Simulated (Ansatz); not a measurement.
Steps of a relaxation of B$_{2}$FH$_{5}$Si (`FBB[SiH3]`) with RKS PBE0-D4/def2-TZVP.

```sh
$ ansatz run in.yaml --threads 2 --pin off --events-out ev --progress --plain --max-ram 4352MiB
```

```yaml
crystal:
  periodic: [false, false, false]
  atoms:
    - {symbol: F, position_ang: [1.545647, 1.123357, -2.066545]}
    - {symbol: B, position_ang: [0.518732, 0.353299, -1.693420]}
    - {symbol: B, position_ang: [-0.452586, 0.549510, -0.349988]}
    - {symbol: Si, position_ang: [-0.104612, -0.420686, 1.390659]}
    - {symbol: H, position_ang: [0.290959, -0.629455, -2.404834]}
    - {symbol: H, position_ang: [-1.524038, 1.129358, -0.412328]}
    - {symbol: H, position_ang: [-0.934643, -1.684303, 1.314346]}
    - {symbol: H, position_ang: [1.326946, -0.830292, 1.617044]}
    - {symbol: H, position_ang: [-0.577805, 0.362912, 2.587966]}
basis:
  gaussian: {orbitals: def2-TZVP}
hamiltonian: {xc: pbe0, dispersion: d4}
relax: {f_tol: 0.005, max_steps: 150}
```

Positions (Å) and forces (eV/Å) along the path, 16 of 35 steps:

```xyz
9
step=1 energy=-12022.2013 eV
F     1.546    1.123   -2.067   -0.402   -0.257    0.196
B     0.519    0.353   -1.693    0.105   -0.146   -0.302
B    -0.453    0.550   -0.350   -0.211    0.171   -0.027
Si   -0.105   -0.421    1.391   -0.019   -0.182    0.218
H     0.291   -0.629   -2.405    0.118    0.385    0.251
H    -1.524    1.129   -0.412    0.417   -0.211   -0.007
H    -0.935   -1.684    1.314    0.178    0.279    0.004
H     1.327   -0.830    1.617   -0.302    0.107   -0.062
H    -0.578    0.363    2.588    0.116   -0.146   -0.271
9
step=3 energy=-12022.2228 eV rejected
F     1.498    1.143   -2.051    0.049   -0.070    0.100
B     0.522    0.323   -1.678   -0.215    0.199   -0.255
B    -0.447    0.528   -0.346    0.111   -0.068    0.118
Si   -0.109   -0.425    1.394   -0.020    0.036   -0.012
H     0.303   -0.612   -2.413    0.084   -0.078    0.040
H    -1.483    1.124   -0.419   -0.020    0.018   -0.036
H    -0.937   -1.664    1.320   -0.022   -0.040    0.006
H     1.304   -0.828    1.608    0.037   -0.015    0.008
H    -0.564    0.366    2.567   -0.005    0.017    0.032
9
step=6 energy=-12022.2304 eV
F     1.518    1.138   -1.998   -0.041   -0.023    0.015
B     0.504    0.332   -1.698    0.046    0.048   -0.007
B    -0.459    0.509   -0.354   -0.021   -0.006    0.015
Si   -0.109   -0.428    1.394   -0.011   -0.005   -0.016
H     0.316   -0.590   -2.456    0.003   -0.027   -0.017
H    -1.500    1.102   -0.423    0.015   -0.001    0.004
H    -0.950   -1.663    1.362    0.003    0.012   -0.001
H     1.305   -0.841    1.599    0.006   -0.004   -0.002
H    -0.538    0.394    2.557   -0.001    0.006    0.008
9
step=8 energy=-12022.2308 eV
F     1.505    1.154   -1.993   -0.003   -0.001    0.005
B     0.505    0.330   -1.699    0.002    0.008    0.000
B    -0.464    0.503   -0.356    0.001    0.008   -0.001
Si   -0.110   -0.430    1.394   -0.001   -0.001   -0.006
H     0.339   -0.596   -2.457   -0.001   -0.007   -0.001
H    -1.502    1.100   -0.423   -0.001   -0.007   -0.001
H    -0.963   -1.656    1.371    0.004    0.007    0.003
H     1.302   -0.854    1.589   -0.006   -0.003    0.004
H    -0.524    0.403    2.557    0.005   -0.004   -0.004
9
step=9 energy=-12022.2309 eV
F     1.499    1.165   -1.988    0.006    0.007   -0.008
B     0.504    0.332   -1.700    0.009   -0.005    0.018
B    -0.467    0.500   -0.358    0.000   -0.008   -0.022
Si   -0.110   -0.430    1.392    0.004   -0.006    0.021
H     0.353   -0.598   -2.459   -0.008    0.006    0.005
H    -1.507    1.092   -0.426   -0.007   -0.001    0.005
H    -0.973   -1.649    1.381   -0.002    0.006   -0.003
H     1.299   -0.869    1.585   -0.004    0.003   -0.007
H    -0.509    0.410    2.555    0.002    0.000   -0.008
9
step=10 energy=-12022.2309 eV
F     1.492    1.176   -1.987    0.018   -0.004   -0.002
B     0.508    0.332   -1.697   -0.020    0.033   -0.004
B    -0.468    0.497   -0.359    0.003   -0.029   -0.020
Si   -0.110   -0.431    1.391    0.002   -0.003    0.023
H     0.365   -0.598   -2.457    0.000   -0.005    0.011
H    -1.512    1.083   -0.428   -0.003    0.002    0.001
H    -0.985   -1.643    1.391    0.000    0.005   -0.004
H     1.296   -0.880    1.577   -0.003    0.001   -0.002
H    -0.497    0.417    2.552    0.004    0.000   -0.004
9
step=12 energy=-12022.2313 eV
F     1.492    1.196   -1.973   -0.030   -0.031    0.001
B     0.512    0.341   -1.697    0.028    0.042    0.012
B    -0.476    0.484   -0.365   -0.008    0.008   -0.007
Si   -0.110   -0.435    1.389   -0.012   -0.017   -0.001
H     0.386   -0.589   -2.457    0.001   -0.005   -0.008
H    -1.531    1.052   -0.433    0.009   -0.007   -0.002
H    -1.011   -1.627    1.416    0.013    0.012    0.007
H     1.289   -0.909    1.562   -0.004   -0.001    0.003
H    -0.463    0.441    2.541    0.003   -0.002   -0.004
9
step=13 energy=-12022.2315 eV
F     1.490    1.212   -1.966   -0.044   -0.041    0.004
B     0.515    0.348   -1.695    0.042    0.054    0.013
B    -0.480    0.477   -0.369   -0.016    0.012   -0.001
Si   -0.111   -0.438    1.387   -0.024   -0.026    0.006
H     0.402   -0.584   -2.457    0.001   -0.009   -0.015
H    -1.543    1.030   -0.439    0.019   -0.010   -0.003
H    -1.029   -1.617    1.438    0.023    0.025    0.006
H     1.283   -0.931    1.552   -0.005    0.001    0.002
H    -0.439    0.457    2.532    0.004   -0.007   -0.011
9
step=15 energy=-12022.2318 eV
F     1.486    1.238   -1.956   -0.028   -0.024    0.007
B     0.522    0.361   -1.694    0.022    0.031   -0.002
B    -0.487    0.462   -0.375   -0.010    0.002    0.004
Si   -0.114   -0.447    1.384   -0.030   -0.019    0.030
H     0.427   -0.570   -2.460    0.001   -0.003   -0.003
H    -1.559    0.995   -0.450    0.018   -0.008   -0.003
H    -1.058   -1.603    1.483    0.031    0.040   -0.002
H     1.272   -0.968    1.538   -0.012    0.004   -0.002
H    -0.400    0.484    2.513    0.008   -0.023   -0.029
9
step=16 energy=-12022.2318 eV
F     1.483    1.252   -1.951   -0.020   -0.001   -0.001
B     0.524    0.369   -1.694    0.032   -0.019    0.017
B    -0.490    0.454   -0.378   -0.010    0.011   -0.005
Si   -0.116   -0.452    1.382   -0.024   -0.012    0.036
H     0.440   -0.563   -2.461   -0.009    0.012   -0.003
H    -1.567    0.978   -0.456    0.008   -0.007    0.001
H    -1.073   -1.594    1.506    0.029    0.038   -0.005
H     1.265   -0.987    1.532   -0.013    0.005   -0.004
H    -0.379    0.497    2.503    0.008   -0.027   -0.035
9
step=20 energy=-12022.2324 eV
F     1.464    1.312   -1.928    0.005    0.000    0.007
B     0.539    0.390   -1.688   -0.032   -0.022   -0.012
B    -0.499    0.420   -0.388    0.016    0.004   -0.019
Si   -0.122   -0.469    1.380   -0.012    0.004    0.033
H     0.490   -0.534   -2.470    0.009    0.021    0.021
H    -1.593    0.902   -0.484    0.001   -0.002    0.002
H    -1.130   -1.550    1.592    0.021    0.021   -0.001
H     1.236   -1.063    1.507   -0.015    0.004    0.001
H    -0.296    0.546    2.461    0.007   -0.030   -0.032
9
step=21 energy=-12022.2325 eV
F     1.459    1.328   -1.919   -0.006   -0.009    0.007
B     0.541    0.397   -1.687   -0.021   -0.018   -0.005
B    -0.503    0.410   -0.391    0.010    0.009   -0.024
Si   -0.124   -0.474    1.379   -0.016   -0.001    0.042
H     0.506   -0.526   -2.472    0.008    0.024    0.020
H    -1.602    0.881   -0.492    0.006   -0.004    0.002
H    -1.145   -1.537    1.618    0.029    0.029   -0.004
H     1.227   -1.086    1.499   -0.018    0.006    0.000
H    -0.270    0.560    2.447    0.007   -0.037   -0.038
9
step=27 energy=-12022.2335 eV
F     1.432    1.402   -1.842   -0.037   -0.040    0.004
B     0.551    0.421   -1.669    0.037    0.038   -0.005
B    -0.539    0.360   -0.415   -0.003   -0.001    0.005
Si   -0.136   -0.494    1.365   -0.022   -0.002    0.030
H     0.597   -0.484   -2.471   -0.003    0.006    0.005
H    -1.657    0.777   -0.537    0.007   -0.004   -0.004
H    -1.209   -1.456    1.752    0.032    0.029   -0.009
H     1.176   -1.194    1.440   -0.012    0.005    0.001
H    -0.127    0.621    2.360    0.001   -0.030   -0.027
9
step=32 energy=-12022.2339 eV
F     1.415    1.440   -1.814    0.005    0.004   -0.001
B     0.558    0.438   -1.659   -0.014   -0.006    0.003
B    -0.550    0.335   -0.422    0.004    0.001   -0.009
Si   -0.142   -0.505    1.362    0.000    0.001    0.003
H     0.634   -0.460   -2.467    0.002    0.002    0.004
H    -1.676    0.721   -0.567    0.002   -0.001    0.001
H    -1.235   -1.409    1.815    0.001    0.001    0.000
H     1.144   -1.248    1.420   -0.001    0.000    0.000
H    -0.059    0.642    2.316    0.000   -0.002   -0.001
9
step=33 energy=-12022.2339 eV
F     1.413    1.442   -1.813    0.005    0.006   -0.001
B     0.558    0.439   -1.658   -0.009   -0.008    0.005
B    -0.550    0.333   -0.423    0.001    0.002   -0.008
Si   -0.143   -0.505    1.361    0.002    0.000    0.001
H     0.637   -0.459   -2.466    0.001    0.002    0.001
H    -1.677    0.718   -0.568    0.002   -0.001    0.001
H    -1.236   -1.406    1.818   -0.001   -0.001    0.000
H     1.142   -1.252    1.419    0.000    0.000    0.000
H    -0.055    0.643    2.313    0.000    0.000    0.001
9
step=35 energy=-12022.2339 eV
F     1.412    1.444   -1.812    0.002    0.003    0.000
B     0.558    0.439   -1.658   -0.001   -0.003    0.001
B    -0.551    0.333   -0.423   -0.002    0.001   -0.001
Si   -0.143   -0.505    1.361    0.001   -0.001    0.000
H     0.639   -0.459   -2.465    0.000    0.000   -0.001
H    -1.678    0.716   -0.569    0.000    0.000    0.000
H    -1.237   -1.404    1.820   -0.001   -0.001    0.000
H     1.141   -1.253    1.417    0.000    0.000    0.000
H    -0.052    0.643    2.312    0.000    0.001    0.001
```

It took 110 s on 2 threads of an Arm Neoverse V1 on a shared host, with 0.31 GiB of host memory at the peak.
